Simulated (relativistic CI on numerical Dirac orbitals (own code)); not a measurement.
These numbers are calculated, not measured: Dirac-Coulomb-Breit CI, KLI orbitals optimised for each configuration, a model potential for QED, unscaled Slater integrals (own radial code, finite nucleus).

The strongest absorption lines from the ground level of an ion, among the configurations computed and to levels below about 2760 eV (vacuum wavelength in Å, gf): 6.0674 (0.71), 6.5424 (1.7), 6.6004 (0.037), 6.7816 (0.12), 7.4307 (0.28), 31.307 (0.84), 45.474 (0.44), 61.941 (0.0031).

Question: Which ion is it?
A. Eu45+
B. Pr41+
C. Eu43+
D. Ho49+

Answer: A. Eu45+ has 18 electrons and the ground level 3s²3p⁶ ¹S0; the strongest line goes to 3s²3p⁵4d ¹P°1. The pattern of lines fixes the number of electrons, and along that sequence the line energies rise steadily with the charge (about as its square where n changes within one kind of shell, about linearly where n is kept but much faster in heavy ions where fine structure, which grows about as Z⁴, sets the gap, and irregularly where shells cross), which fixes Z. Configurations outside the model, such as inner-shell arrays, can give stronger lines. At this charge energies of transitions that change n are usually good to better than 1 %, and those within a shell (Δn = 0) to a few per cent.

LS names give the leading component of a level, which can be under half, so a name can repeat, a term be missing and a line seem to break the LS rules.
